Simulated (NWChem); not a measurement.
Si2NH6OF; SMILES N[SiH2][Si@@H](O)F

```xyz
11

N     -0.5369     2.4622     0.1408
Si     0.6718     1.2642    -0.2141
Si    -0.0315    -0.9143     0.3072
O     -1.4859    -1.0985    -0.4746
F      1.0264    -2.0330    -0.2387
H     -0.6101     2.8086     1.0910
H     -1.4600     2.3525    -0.2664
H      1.0144     1.2956    -1.6696
H      1.8866     1.6026     0.5890
H     -0.1913    -1.2194     1.7649
H     -1.9930    -1.8954    -0.2905
```
Atoms are numbered in this order, from 1.

Level: PBE0/def2-SVP (NWChem), optimised geometry, unscaled harmonic frequencies. 

Question: List the harmonic frequencies with IR intensities, and the thermochemistry.

Answer: 
```csv
frequency (cm⁻¹),IR intensity (km/mol)
36,0.2
77,2.2
136,22.2
176,5.8
206,10.5
278,49.8
347,112.9
406,116.2
440,125.0
494,17.5
681,47.8
743,173.1
820,66.9
828,315.8
838,16.3
854,77.5
895,64.3
916,62.1
931,81.0
953,118.0
1547,37.4
2204,189.2
2221,66.3
2232,136.1
3605,34.4
3704,36.7
3917,106.2
```

```yaml
zero_point_energy: 43.6 kcal/mol
thermal correction to the enthalpy at 298.15 K (with zero-point energy): 49.6 kcal/mol
heat capacity Cv: 28.9 cal/(mol K)
entropy at 298.15 K and 1 atm (symmetry number 1): 91.3 cal/(mol K)
dipole_moment: 2.68 D
```

Rigid rotor and harmonic oscillator; modes under 100 cm⁻¹ make the entropy uncertain.
